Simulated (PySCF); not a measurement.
Molecular orbitals of GaF

r²SCAN at R = 1.817 Å; PySCF, no relativity, basis sets Ga pcseg-1, F pcseg-1. State: ¹Σ⁺ (singlet), closed shell. Only the outer orbitals are listed, counted within each symmetry.

```tsv
orbital	occ.	ε (eV)	on Ga (%)	main shells (%)
9σ	2	-10.89	36	62 F p, 33 Ga s
4π	2	-8.88	6	94 F p
4π	2	-8.88	6	94 F p
10σ	2	-7.10	74	61 Ga s, 26 F p, 13 Ga p
5π	0	-2.02	96	95 Ga p
5π	0	-2.02	96	95 Ga p
11σ	0	0.60	97	83 Ga p, 9 Ga d
```

Task: Which are the highest filled and the lowest empty level, where do they sit, and how wide is the gap?

Result: Highest filled 10σ at -7.10 eV (in %: 61 Ga s, 26 F p, 13 Ga p); lowest empty 5π at -2.02 eV (in %: 95 Ga p); the gap at r²SCAN is 5.08 eV.

| Property | Result |
| --- | --- |
| bond order (Mayer) | 0.89 |
| ⟨S²⟩ | 0.000 |
| charge on Ga (Mulliken, basis-dependent) | 0.50 |
| charge on Ga (Löwdin, basis-dependent) | 0.27 |
| dipole moment (positive dipole means Ga(−)F(+)) | -2.28 D |
